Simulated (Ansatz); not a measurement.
The first iterations of a band of F4H2SZr (8 atoms, charge 0, multiplicity 1).

All numbers below come from RHF/def2-SVP in Ansatz 0.2.0.

```json
{"movable images": "7", "climbing image": "yes", "spring": "5.0 eV/Å²", "optimiser": "quadratic models (default)", "start path": "through a guess of the saddle point", "force threshold": "0.05 eV/Å", "iteration limit": "60", "end points": "relaxed"}
```

First end point:

```xyz
8
Properties=species:S:1:pos:R:3
Zr 0.082 0.011 -0.079
F 0.282 -0.387 1.782
F 1.882 -0.004 -0.689
F -0.455 1.807 -0.451
F -0.700 -1.385 -1.129
S -2.864 -0.031 0.821
H -2.952 -1.314 1.181
H -2.745 0.430 2.069
```

Last end point:

```xyz
8
Properties=species:S:1:pos:R:3
Zr -0.721 -0.082 -0.130
F -0.478 0.999 2.048
F 0.913 -0.658 0.711
F -0.694 1.733 -0.702
F -0.747 -1.069 -1.749
S -2.826 -0.863 0.949
H -3.200 -1.639 -0.076
H 0.284 0.706 2.454
```

| iteration | highest image above the first end (eV) | largest band force component (eV/Å) |
| --- | --- | --- |
| 1 | 78.496 | 484.961 |
| 2 | 16.435 | 87.422 |
| 3 | 10.697 | 59.426 |
| 4 | 4.767 | 25.659 |
| 5 | 2.490 | 14.465 |
| 6 | 1.842 | 5.507 |
| 7 | 1.462 | 4.362 |
| 8 | 1.349 | 2.197 |
| 9 | 1.314 | 0.802 |
| 10 | 1.314 | 0.805 |
| 11 | 1.294 | 0.319 |
| 12 | 1.365 | 1.287 |
| 13 | 1.410 | 1.240 |
| 14 | 1.433 | 2.454 |
| 15 | 1.453 | 0.866 |

Task: Does the band converge within its limit, and where does its top end?

Result: The run converged. It ended after 47 iterations with the highest image 1.503 eV above the first end. The profile has 2 maxima (images 4, 6) with wells between them (image 5): this band takes more than one step, which may be the mechanism or a detour left from its start path. A vibrational analysis at the climbing image gives one clearly imaginary mode, 1333i cm⁻¹: a first-order saddle point. The orbitals stay closed-shell, which can raise the energy where a bond breaks towards radicals; this wasn't checked here.

Run time: 9.8 min on 2 threads of Arm Neoverse V1, on a shared host, peak memory 0.26 GiB.
